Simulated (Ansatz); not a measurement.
The first iterations of a band of AlCl2F + H4Si (9 atoms, charge 0, multiplicity 1).

The calculation used RKS PBE0-D4/6-31G* in Ansatz 0.2.0.

```yaml
movable_images: 9
climbing_image: yes
spring: 5.0 eV/Å²
optimiser: quadratic models (default)
start_path: through a guess of the saddle point
force_threshold: 0.05 eV/Å
iteration_limit: 37
end_points: relaxed
```

Image 0:

```xyz
9
Properties=species:S:1:pos:R:3
Al -0.042 0.201 0.176
F 0.219 1.258 1.412
Cl 1.571 -0.293 -1.069
Cl -1.989 -0.030 -0.555
Si 0.170 -2.791 1.090
H -0.254 -3.044 -0.302
H 1.600 -3.081 1.328
H -0.727 -3.430 2.081
H 0.004 -1.306 1.369
```

Image 10:

```xyz
9
Properties=species:S:1:pos:R:3
Al 0.131 -0.708 0.033
F 0.180 0.486 1.656
Cl 1.634 0.169 -1.160
Cl -1.838 0.142 -0.293
Si 0.263 -3.000 0.821
H -0.167 -3.942 -0.253
H 1.651 -3.362 1.229
H -0.633 -3.208 1.997
H -0.670 0.907 1.500
```

| iteration | highest image above the first end (eV) | largest band force component (eV/Å) |
| --- | --- | --- |
| 1 | 16.043 | 103.721 |
| 2 | 7.003 | 40.075 |
| 3 | 3.815 | 22.276 |
| 4 | 2.056 | 9.610 |
| 5 | 2.127 | 4.261 |

**Question.** Does the band converge within its limit, and where does its top end?

**Answer.** The run converged. It ended after 16 iterations with the highest image 1.804 eV above the first end. A vibrational analysis at the climbing image gives one clearly imaginary mode, 751i cm⁻¹: a first-order saddle point. The orbitals stay closed-shell, which can raise the energy where a bond breaks towards radicals; this wasn't checked here.

Run time: 8.6 min on 2 threads of Arm Neoverse V2, with other jobs on the host, peak memory 0.23 GiB.
